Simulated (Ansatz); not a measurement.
CH$_{8}$BClSi$_{2}$ (`C[SiH](Cl)B[SiH3]`), 13 atoms. The species carries charge 0 and has multiplicity 1. All runs use 4 threads of an Arm Neoverse V1 on a shared host. Correlated methods freeze the cores.

Q: How many basis functions does each run have, and how long does it take in Ansatz? RKS ωB97M-V/def2-SVP energy; RKS PBE0-D4/def2-SVP energy; RKS ωB97M-V/def2-QZVPP energy; RKS PBE0-D4/def2-TZVP relaxation (15 steps); RKS PBE0-D4/def2-QZVPP energy; RKS revPBE-D4/def2-TZVPP energy; RHF-MP2/def2-QZVPP energy; direct RPA on PBE orbitals/def2-TZVPP energy; RKS BLYP-D4/def2-TZVPP energy; RHF-CCSD(T)/def2-SVP energy; RKS B3LYP-D4/def2-TZVPP energy and forces; RKS PBE0-D4/def2-TZVP frequencies. (Best estimate.)

A: Ansatz gave: Other jobs shared the machine, so times are rough.

| level | job | functions | wall time | peak host memory (GiB) |
| --- | --- | --- | --- | --- |
| RKS PBE0-D4/def2-SVP | energy | 122 | 1.6 s | 0.51 |
| RKS revPBE-D4/def2-TZVPP | energy | 300 | 3 s | 0.48 |
| RKS BLYP-D4/def2-TZVPP | energy | 300 | 3.4 s | 0.48 |
| RKS ωB97M-V/def2-SVP | energy | 122 | 7 s | 0.51 |
| RHF-CCSD(T)/def2-SVP | energy | 122 | 7 s | 0.61 |
| RKS B3LYP-D4/def2-TZVPP | energy and forces | 300 | 7.5 s | 1.1 |
| direct RPA on PBE orbitals/def2-TZVPP | energy | 300 | 7.5 s | 0.8 |
| RKS PBE0-D4/def2-QZVPP | energy | 564 | 15 s | 2.7 |
| RKS ωB97M-V/def2-QZVPP | energy | 564 | 35 s | 2.9 |
| RHF-MP2/def2-QZVPP | energy | 564 | 37 s | 4.2 |
| RKS PBE0-D4/def2-TZVP | relaxation (15 steps) | 221 | 71 s | 0.69 |
| RKS PBE0-D4/def2-TZVP | frequencies | 221 | 4 min | 0.69 |

B3LYP here is the variant with VWN-RPA as its local correlation; programs differ in this.
